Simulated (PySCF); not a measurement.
yttrium atom (Y), doublet (all electrons, no relativity).

The PySCF input:
```python
from pyscf import gto, scf

mol = gto.M(
    atom='''
Y     0.00000000    0.00000000    0.00000000
''',
    basis='3-21g',
    spin=1,
    verbose=4,
)

mf = scf.UHF(mol)
mf.kernel()
```

**Question.** What does this run give for the dipole moment, <S^2>, HOMO energy, number of basis functions, total energy?

**Answer.** 
| Quantity | Result |
|---|---|
| dipole moment | 0.00 D |
| <S^2> | 0.771 |
| HOMO energy | -5.06 eV |
| number of basis functions | 36 |
| total energy | -3315.6107 Eh |

These values belong to the state on which the SCF converged, which isn't shown to be the lowest.
